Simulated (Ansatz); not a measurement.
`[CH3][SnH3]` + `[AlH2][SH]` → `[AlH2][S][SnH3]` + CH₄ at 298.15 K and 1 bar (ligand exchange at the Sn–C bond).

Gas-phase electronic energies from Ansatz, PBE0-D4/def2-TZVP geometries. CCSD(T)/CBS adds triple-zeta CCSD(T) − MP2 to the extrapolated MP2 energy (def2 sets, frozen cores). This one scheme is used for every species. def2 core potentials past Kr. For Sn outer-core shells are correlated without core-valence functions, which leaves a few kJ/mol of doubt a bond.

```json
{"species": "`[CH3][SnH3]`", "CCSD(T)/CBS energy (Eh)": "-255.66383", "H − E (kJ/mol)": "162.1", "S (J/(mol·K))": "284.7"}
{"species": "`[AlH2][SH]`", "CCSD(T)/CBS energy (Eh)": "-641.61836", "H − E (kJ/mol)": "72.6", "S (J/(mol·K))": "268.0"}
{"species": "`[AlH2][S][SnH3]`", "CCSD(T)/CBS energy (Eh)": "-856.85532", "H − E (kJ/mol)": "115.3", "S (J/(mol·K))": "355.3"}
{"species": "CH₄", "CCSD(T)/CBS energy (Eh)": "-40.46206", "H − E (kJ/mol)": "127.4", "S (J/(mol·K))": "186.2"}
```

H − E and S are ideal-gas, rigid-rotor, harmonic terms from PBE0-D4/def2-TZVP. 1 Eh = 2625.50 kJ/mol, R = 8.31446 J/(mol·K).

Question: By hand: ΔE, ΔH, ΔS and ΔG.

Answer: ΔE = (-856.85532) + (-40.46206) − (-255.66383) − (-641.61836) = -0.03519 Eh = -92.4 kJ/mol. Δ(H − E) = 115.3 + 127.4 − 162.1 − 72.6 = 8.0, so ΔH = -84.4 kJ/mol. ΔS = 355.3 + 186.2 − 284.7 − 268.0 = -11.2 J/(mol·K). ΔG = -84.4 − 298.15 × (-11.2)/1000 = -81.1 kJ/mol.

Question: By hand: the equilibrium constant, and the temperature at which ΔG would vanish if ΔH and ΔS stayed fixed.

Answer: log₁₀ K = −ΔG/(RT ln 10) = 14.2. ΔG = 0 at ΔH/ΔS = 7536 K, far beyond where these terms or the molecules hold.

The number of gas molecules stays the same, so ΔS is small and ΔH decides. A doubt of 5 kJ/mol in ΔE shifts log₁₀ K by 0.9 here. Modes under 60 cm⁻¹, often nearly free rotors, make the harmonic entropy too high. These are equilibria of isolated gas molecules and say nothing of rates. Largest T1 diagnostic: 0.013 (customary marks: 0.02 for closed shells, 0.045 for open ones).
